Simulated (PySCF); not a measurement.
Static response to an electric field

C2H10FNSi2.
Structure used (GFN2-xTB), in Å, numbered top down from 1:
```
atom  x, y, z in Å
C1    -1.665   -0.990    0.726
N2    -0.605   -0.091    0.300
Si3   -1.126    1.450   -0.316
Si4    0.950   -0.824    0.124
C5     2.281    0.350   -0.501
F6     0.830   -2.023   -0.964
H7    -2.088   -1.533   -0.122
H8    -2.465   -0.428    1.207
H9    -1.280   -1.721    1.436
H10   -2.113    1.958    0.643
H11   -1.755    1.324   -1.639
H12    0.049    2.312   -0.375
H13    1.285   -1.529    1.357
H14    2.397    1.210    0.148
H15    2.062    0.710   -1.501
H16    3.235   -0.167   -0.537
```

Level: CAM-B3LYP/def2-SVPD (PySCF), static field, nuclei fixed, core orbitals frozen in the response. The polarisability tensor in these axes (au):

```
x   89.25 -1.09 -2.80
y   -1.09 82.59 -5.22
z   -2.80 -5.22 72.83
```

Task: Give the principal values, the mean and the anisotropy Δα = √{½[(α1 − α2)² + (α2 − α3)² + (α1 − α3)²]}.

Result: Principal values 70.09, 84.85 and 89.73 au; mean 81.56 au = 12.09 Å³ = 13.45 × 10⁻⁴⁰ C²·m²/J; Δα = 17.71 au (22 % of the mean).

Task: What is the dipole moment, and where does it point?

Result: (-0.11, 1.31, 0.86) D, 1.57 D in size, pointing from the negative to the positive side. Measured along this direction, the outermost atoms are F6 at the negative end and H10 at the positive end.

Task: Refractivity n − 1 of an ideal gas of it at 350 K and 1 atm, from the electronic α?

Result: N = p/kT = 2.0968 × 10¹⁹ cm⁻³, so n − 1 = 2π × N × 12.09 × 10⁻²⁴ cm³ = 1592 × 10⁻⁶ at long wavelengths, for an ideal gas.

Task: Give the principal axes and the span of the nuclei along them.

Result: Largest value along (0.99, -0.04, -0.15), where the nuclei span 5.88 Å; middle along (-0.02, 0.92, -0.39), 4.39 Å; least along (0.15, 0.39, 0.91), 2.56 Å. The response follows the extents in order.

Task: Find the Langevin capture rate constant for H3+ (3.023 u) meeting this molecule (123.034 u), k = 2.342 × 10⁻⁹ cm³/s × √(α in Å³ / reduced mass in u).

Result: The reduced mass is 2.95 u, so k = 4.74 × 10⁻⁹ cm³/s. The formula leaves out the permanent dipole, which adds to the capture rate.

Task: Rayleigh depolarisation ratio (linearly polarised light, static tensor)?

Result: ρ = 3Δα²/(45ᾱ² + 4Δα²) = 940.5/(299322 + 1253.9) = 0.00313.

The structure is a single GFN2-xTB conformer in the gas phase; no vibrational or solvent corrections.
